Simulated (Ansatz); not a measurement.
Basis sets compared for trans-PtH2(AsH3)2 (As2PtH8). The state is a singlet with charge 0. Geometry r2SCAN-D4/def2-SVP. Ansatz on 4 threads of Arm Neoverse V1 on a shared host; times are rough, and most runs start from earlier orbitals.

```xyz
11

Pt   -0.050    0.005   -0.012
H    -1.613    0.394   -0.381
As   -0.554   -0.097    2.277
H     0.463    0.380    3.287
H    -0.786   -1.478    2.844
H    -1.771    0.582    2.863
H     1.518   -0.386    0.360
As    0.542    0.099   -2.280
H     1.624   -0.805   -2.822
H     1.104    1.416   -2.760
H    -0.478   -0.110   -3.377
```

In the def2 sets Pt takes a core potential; there is no spin–orbit coupling.

Binding counts from free atoms (Pt triplet, H doublet, As quartet) in the same basis, without a counterpoise term.

```csv
level,functions,energy (Eh),HOMO (eV),LUMO (eV),binding per atom (eV),wall time
PBE-D4/def2-SVP,136,-4594.7099,-5.23,-1.41,2.56,1.6 s
PBE-D4/def2-TZVP,184,-4595.2869,-5.31,-1.52,2.59,2.3 s
r2SCAN-D4/def2-TZVP,184,-4595.9582,-5.53,-1.30,2.61,5 s
PBE0-D4/def2-SVP,136,-4594.7948,-6.25,-0.66,2.51,2.6 s
PBE0-D4/def2-TZVP,184,-4595.3701,-6.39,-0.72,2.55,3.6 s
```

(1) Estimate the rows for PBE-D4/def2-TZVPD, r2SCAN-D4/def2-TZVPD, PBE0-D4/def2-TZVPD.

Results:

(1) 
```json
{"level": "PBE-D4/def2-TZVPD", "functions": "223", "energy (Eh)": "-4595.2884", "HOMO (eV)": "-5.33", "LUMO (eV)": "-1.69", "binding per atom (eV)": "2.59", "wall time": "3.6 s"}
{"level": "r2SCAN-D4/def2-TZVPD", "functions": "223", "energy (Eh)": "-4595.9597", "HOMO (eV)": "-5.53", "LUMO (eV)": "-1.32", "binding per atom (eV)": "2.61", "wall time": "7 s"}
{"level": "PBE0-D4/def2-TZVPD", "functions": "223", "energy (Eh)": "-4595.3716", "HOMO (eV)": "-6.40", "LUMO (eV)": "-0.84", "binding per atom (eV)": "2.55", "wall time": "5.5 s"}
```
